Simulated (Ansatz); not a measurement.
disilanylformaldehyde (CH6OSi2), SMILES O=C[SiH2][SiH3].

Geometry: B3LYP-D3(BJ)/def2-SVP. Other conformers were not sampled.

Two levels are set side by side: PBE/def2-SVPD (Ansatz, an electronic-structure program) and CAM-B3LYP/def2-SVPD (Ansatz). Energy differences of separate SCF runs at the same geometry; the states with an electron removed or added have multiplicity 2 and 2. Differences are taken from unrounded values.

```csv
quantity,CAM-B3LYP,PBE,PBE minus CAM-B3LYP
vertical ionisation energy (eV),9.43,9.04,-0.39
vertical singlet–triplet gap (eV),2.54,2.46,-0.08
```
